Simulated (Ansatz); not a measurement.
A single point on AlCl3H2S, SMILES `[SH2+][Al-]([Cl])([Cl])[Cl]`.

```yaml
crystal:
  periodic: [false, false, false]
  atoms:
    - {symbol: S, position_ang: [-0.829214, 0.731183, 1.055673]}
    - {symbol: Al, position_ang: [0.397402, -0.804383, -0.436339]}
    - {symbol: Cl, position_ang: [1.691913, -1.654629, 0.982140]}
    - {symbol: Cl, position_ang: [-1.228093, -1.946191, -1.118067]}
    - {symbol: Cl, position_ang: [1.248418, 0.547158, -1.807181]}
    - {symbol: H, position_ang: [-1.399442, 1.450442, 0.071365]}
    - {symbol: H, position_ang: [0.180217, 1.608418, 1.206710]}
basis:
  gaussian: {orbitals: def2-QZVPP}
correlation: {method: mp2}
```

```sh
$ ansatz run in.yaml --threads 4 --pin off --events-out ev --progress --plain
```

It prints (some lines left out):

```
Functional definition: HF
2404 factors; integrals over basis functions are off by at most 9.3e-4 eV
mean field evaluation 1: about -54950.6965 eV, gradient 2.2e1 eV
mean field evaluation 2: about -54950.8611 eV, gradient 2.3e1 eV
mean field evaluation 4: about -54952.7198 eV, gradient 2.7e0 eV
mean field evaluation 8: about -54952.7631 eV, gradient 2.6e-1 eV
mean field evaluation 16: about -54952.7636 eV, gradient 1.2e-6 eV
mean field -54952.76355044 eV, -2019.4768121576 hartree, gradient 1.2e-6 eV, S^2 0.000000; 0 other end points of the search recorded, 0 dependent functions left out
25 core orbitals not correlated: weight in the atoms' cores, before any rotation towards them, 1.000 or more for the frozen orbitals, at most 0.000 for the correlated occupied ones
reference -54952.76355044 eV, -2019.4768121576 hartree; 16, 16 occupied and 369, 369 virtual orbitals, 2404 factors
second order -24.81826087 eV of doubles, -0.00000000 eV of singles
Total energy: -54977.58181130 eV, -2020.3888664220 hartree
```

Run time 13 s (4 threads of a server CPU on a shared host); peak host memory 2 GiB.
